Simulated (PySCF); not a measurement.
PySCF input for C2H6FNOSi, SMILES F[Si]1(N)COC1, TDDFT-ωB97X/def2-SVPD. Coordinates come from a ωB97X-D3(BJ)/def2-SVP optimisation. The structure was generated by enumeration, and PubChem lists no compound with its InChIKey, so it may never have been made. Other conformers were not sampled.

```python
import numpy as np
from pyscf import gto, scf, dft, tdscf

mol = gto.M(
    atom='''
    N     1.83525659   -0.27828936   -0.66700371
    Si    0.39876164    0.03009274    0.21145228
    F     0.71224065    0.40379029    1.77256145
    C    -1.03721980   -1.14686626   -0.08295020
    O    -1.65761703   -0.12283291   -0.89353985
    C    -0.91236255    1.08701814   -0.62464261
    H     2.32302703   -1.16212700   -0.56050466
    H     2.48508817    0.47170800   -0.88079675
    H    -0.87940261   -2.06487893   -0.67267583
    H    -1.65671402   -1.39584497    0.79848704
    H    -0.67331596    1.61104137   -1.56451037
    H    -1.47987728    1.77446819    0.02951745
    ''',
    basis='def2-SVPD',
    charge=0,
    spin=0,
    max_memory=1600,
    verbose=4,
)
mf = dft.RKS(mol, xc='wb97x').density_fit(auxbasis='def2-universal-jkfit')
mf.grids.level = 3
mf.conv_tol = 1e-9
mf.max_cycle = 100
mf.kernel()
mf.grids = dft.Grids(mol).set(level=1).build(with_non0tab=True)  # coarser grid for the response kernel
td = tdscf.TDDFT(mf)
td.singlet = True
td.nstates = 10
td.conv_tol = 1e-4
td.positive_eig_threshold = 1e-6
td.kernel(x0=td.get_init_guess(mf, 15))
td.analyze()
tt = tdscf.TDA(mf)
tt.singlet = False
tt.nstates = 4
tt.conv_tol = 1e-4
tt.positive_eig_threshold = 1e-6
tt.kernel(x0=tt.get_init_guess(mf, 9))
tt.analyze(verbose=3)
```

Program output:

```
PySCF version 2.14.0

[INPUT] verbose = 4
[INPUT] num. atoms = 12
[INPUT] num. electrons = 56
[INPUT] charge = 0
[INPUT] spin (= nelec alpha-beta = 2S) = 0
[INPUT] symmetry False subgroup None
[INPUT] Mole.unit = angstrom
[INPUT] Symbol           X                Y                Z      unit          X                Y                Z       unit  Magmom
[INPUT]  1 N      1.835256590000  -0.278289360000  -0.667003710000 AA    3.468132323403  -0.525890673780  -1.260454335969 Bohr   0.0
[INPUT]  2 Si     0.398761640000   0.030092740000   0.211452280000 AA    0.753550288582   0.056867036938   0.399586897615 Bohr   0.0
[INPUT]  3 F      0.712240650000   0.403790290000   1.772561450000 AA    1.345939763282   0.763053059859   3.349655679462 Bohr   0.0
[INPUT]  4 C     -1.037219800000  -1.146866260000  -0.082950200000 AA   -1.960061352976  -2.167263132904  -0.156753159978 Bohr   0.0
[INPUT]  5 O     -1.657617030000  -0.122832910000  -0.893539850000 AA   -3.132442206115  -0.232120558983  -1.688545597885 Bohr   0.0
[INPUT]  6 C     -0.912362550000   1.087018140000  -0.624642610000 AA   -1.724115345810   2.054166577034  -1.180403458634 Bohr   0.0
[INPUT]  7 H      2.323027030000  -1.162127000000  -0.560504660000 AA    4.389884866662  -2.196101751962  -1.059200298942 Bohr   0.0
[INPUT]  8 H      2.485088170000   0.471708000000  -0.880796750000 AA    4.696136036697   0.891398930766  -1.664464628907 Bohr   0.0
[INPUT]  9 H     -0.879402610000  -2.064878930000  -0.672675830000 AA   -1.661830086128  -3.902055658085  -1.271173089314 Bohr   0.0
[INPUT] 10 H     -1.656714020000  -1.395844970000   0.798487040000 AA   -3.130735764527  -2.637764705652   1.508921819615 Bohr   0.0
[INPUT] 11 H     -0.673315960000   1.611041370000  -1.564510370000 AA   -1.272382759699   3.044426964644  -2.956496118342 Bohr   0.0
[INPUT] 12 H     -1.479877280000   1.774468190000   0.029517450000 AA   -2.796562757166   3.353258895853   0.055779896396 Bohr   0.0

nuclear repulsion = 321.121762170068
number of shells = 76
number of NR pGTOs = 258
number of NR cGTOs = 178
basis = def2-SVPD
ecp = {}


[settings echo left out]
init E= -599.45061405993
  HOMO = -0.312902274702787  LUMO = 0.0114726956255704  gap/eV = 8.82669
cycle= 1 E= -598.695324026398  delta_E= 0.755  |g|= 0.757  |ddm|= 4.44
  HOMO = -0.269347462622836  LUMO = 0.06801797723059  gap/eV = 9.18018
cycle= 2 E= -598.687742678783  delta_E= 0.00758  |g|= 0.855  |ddm|= 1.68
  HOMO = -0.366919545863621  LUMO = 0.0677798438119894  gap/eV = 11.82877
cycle= 3 E= -598.810664397334  delta_E= -0.123  |g|= 0.0574  |ddm|= 0.71
  HOMO = -0.360356490991316  LUMO = 0.0701580223778162  gap/eV = 11.71490
cycle= 4 E= -598.811339983345  delta_E= -0.000676  |g|= 0.0306  |ddm|= 0.104
  HOMO = -0.36348150849755  LUMO = 0.0712752697020855  gap/eV = 11.83033
cycle= 5 E= -598.811545207247  delta_E= -0.000205  |g|= 0.00825  |ddm|= 0.0671
  HOMO = -0.362638270053932  LUMO = 0.0709930335726909  gap/eV = 11.79971
cycle= 6 E= -598.811563052873  delta_E= -1.78e-05  |g|= 0.00155  |ddm|= 0.0187
  HOMO = -0.362826084820287  LUMO = 0.0710183628636658  gap/eV = 11.80551
cycle= 7 E= -598.811563831168  delta_E= -7.78e-07  |g|= 0.000904  |ddm|= 0.00739
  HOMO = -0.362717790147384  LUMO = 0.0710248331322596  gap/eV = 11.80274
cycle= 8 E= -598.811564036463  delta_E= -2.05e-07  |g|= 0.000246  |ddm|= 0.0037
  HOMO = -0.362735553110653  LUMO = 0.071016695310048  gap/eV = 11.80300
cycle= 9 E= -598.811564058791  delta_E= -2.23e-08  |g|= 5.09e-05  |ddm|= 0.00171
  HOMO = -0.362739470558707  LUMO = 0.0710182875588004  gap/eV = 11.80315
cycle= 10 E= -598.811564060441  delta_E= -1.65e-09  |g|= 1.35e-05  |ddm|= 0.000587
  HOMO = -0.362737620196848  LUMO = 0.0710186619380604  gap/eV = 11.80311
cycle= 11 E= -598.811564060554  delta_E= -1.13e-10  |g|= 6.85e-06  |ddm|= 0.00012
  HOMO = -0.362738371000678  LUMO = 0.0710184717038955  gap/eV = 11.80312
Extra cycle  E= -598.811564060568  delta_E= -1.39e-11  |g|= 5.46e-06  |ddm|= 3.13e-05
converged SCF energy = -598.811564060568
tot grids = 47208
Overwritten attributes  positive_eig_threshold  of <class 'pyscf.tdscf.rks.TDDFT'>


******** <class 'pyscf.tdscf.rks.TDDFT'> for <class 'pyscf.df.df_jk.DFRKS'> ********
nstates = 10 singlet
deg_eia_thresh = 1.000e-03
wfnsym = None
conv_tol = 0.0001
eigh lindep = 1e-12
eigh level_shift = 0
eigh max_cycle = 100


Excitation energies (eV)
[7.11987456 7.31602461 7.76963657 7.98149012 8.20842775 8.26071437
 8.46601685 8.5014466  8.75564131 8.79525143]

** Singlet excitation energies and oscillator strengths **
Excited State   1:      7.11987 eV    174.14 nm  f=0.0133
      27 -> 29        0.10163
      28 -> 29        0.33485
      28 -> 30       -0.51590
      28 -> 31       -0.10423
      28 -> 32       -0.19823
      28 -> 33        0.15551
Excited State   2:      7.31602 eV    169.47 nm  f=0.0439
      25 -> 29       -0.14798
      26 -> 29        0.24981
      27 -> 29       -0.54030
      27 -> 32       -0.16660
      28 -> 29       -0.13744
      28 -> 30       -0.18741
Excited State   3:      7.76964 eV    159.58 nm  f=0.0522
      26 -> 29       -0.11352
      27 -> 29        0.15885
      28 -> 29       -0.52860
      28 -> 30       -0.34422
      28 -> 32        0.13524
Excited State   4:      7.98149 eV    155.34 nm  f=0.0035
      25 -> 29       -0.39958
      25 -> 30        0.16742
      25 -> 32        0.13548
      26 -> 31        0.10956
      28 -> 31        0.43277
      28 -> 35       -0.12784
Excited State   5:      8.20843 eV    151.05 nm  f=0.0026
      25 -> 29        0.34219
      25 -> 30       -0.23298
      25 -> 32       -0.14229
      26 -> 31       -0.10973
      28 -> 31        0.45192
      28 -> 35       -0.14082
Excited State   6:      8.26071 eV    150.09 nm  f=0.0698
      26 -> 29        0.35754
      26 -> 30       -0.33755
      26 -> 31       -0.10858
      26 -> 32       -0.14366
      26 -> 33        0.11496
      27 -> 29        0.17618
      27 -> 30       -0.23955
      27 -> 32       -0.15014
      28 -> 32        0.14912
      28 -> 33        0.10121
      28 -> 34       -0.11222
      28 -> 39       -0.10202
Excited State   7:      8.46602 eV    146.45 nm  f=0.0189
      26 -> 30       -0.18022
      27 -> 30       -0.15407
      28 -> 32       -0.34088
      28 -> 33       -0.31131
      28 -> 34        0.36860
      28 -> 39        0.17102
Excited State   8:      8.50145 eV    145.84 nm  f=0.0038
      25 -> 31        0.10347
      26 -> 30        0.13012
      26 -> 31       -0.16631
      26 -> 35        0.14949
      27 -> 31        0.44471
      27 -> 34        0.10110
      27 -> 35       -0.30893
      27 -> 36       -0.15249
      27 -> 38        0.11487
      28 -> 31       -0.11794
Excited State   9:      8.75564 eV    141.60 nm  f=0.0474
      25 -> 31        0.23949
      26 -> 29       -0.38248
      26 -> 30       -0.35329
      27 -> 29       -0.24244
      27 -> 30       -0.19776
      28 -> 33        0.10793
Excited State  10:      8.79525 eV    140.97 nm  f=0.0689
      25 -> 29       -0.24179
      25 -> 30       -0.48094
      25 -> 31       -0.13047
      25 -> 33        0.10701
      26 -> 30       -0.21542
      26 -> 31        0.19305
      27 -> 31        0.16081

** Transition electric dipole moments (AU) **
state          X           Y           Z        Dip. S.      Osc.
  1        -0.2331     -0.0146     -0.1475      0.0763      0.0133
  2         0.1956      0.0686      0.4495      0.2450      0.0439
  3         0.3959     -0.1007     -0.3275      0.2742      0.0522
  4        -0.0222     -0.1250      0.0417      0.0179      0.0035
  5         0.0309      0.1075     -0.0210      0.0130      0.0026
  6        -0.5242     -0.0327     -0.2631      0.3451      0.0698
  7         0.1107     -0.0910     -0.2662      0.0914      0.0189
  8        -0.0275     -0.0834      0.1035      0.0184      0.0038
  9         0.3664      0.0260      0.2937      0.2211      0.0474
 10         0.0211      0.5509     -0.1257      0.3197      0.0689

** Transition velocity dipole moments (imaginary part, AU) **
state          X           Y           Z        Dip. S.      Osc.
  1        -0.0664     -0.0024     -0.0340      0.0056      0.0142
  2         0.0551      0.0199      0.1274      0.0197      0.0488
  3         0.1201     -0.0309     -0.1006      0.0255      0.0595
  4        -0.0066     -0.0380      0.0124      0.0016      0.0037
  5         0.0100      0.0388     -0.0079      0.0017      0.0037
  6        -0.1639     -0.0106     -0.0859      0.0344      0.0754
  7         0.0396     -0.0297     -0.0862      0.0099      0.0212
  8        -0.0103     -0.0273      0.0330      0.0019      0.0041
  9         0.1229      0.0099      0.1027      0.0258      0.0534
 10         0.0072      0.1830     -0.0415      0.0353      0.0727

** Transition magnetic dipole moments (imaginary part, AU) **
state          X           Y           Z
  1        -0.0423     -0.7111      0.1457
  2         0.0531      0.5350     -0.0669
  3        -0.0275     -0.2743      0.0528
  4         0.0855     -0.0825     -0.5724
  5         0.1090     -0.1578     -0.5295
  6         0.0384      0.4518     -0.1236
  7         0.0109     -0.0502      0.1065
  8         0.0724      0.1572      0.4215
  9        -0.0321     -0.0456      0.0832
 10         0.7803     -0.3623     -1.2098
Overwritten attributes  positive_eig_threshold  of <class 'pyscf.tdscf.rks.TDA'>


******** <class 'pyscf.tdscf.rks.TDA'> for <class 'pyscf.df.df_jk.DFRKS'> ********
nstates = 4 triplet
deg_eia_thresh = 1.000e-03
wfnsym = None
conv_tol = 0.0001
eigh lindep = 1e-12
eigh level_shift = 0
eigh max_cycle = 100


Excitation energies (eV)
[6.67609927 7.00046566 7.5666483  7.65139669]

** Triplet excitation energies and oscillator strengths **
Excited State   1:      6.67610 eV    185.71 nm  f=0.0000
Excited State   2:      7.00047 eV    177.11 nm  f=0.0000
Excited State   3:      7.56665 eV    163.86 nm  f=0.0000
Excited State   4:      7.65140 eV    162.04 nm  f=0.0000
```

The run converged.

Cost: around 14 core-minutes (rough).
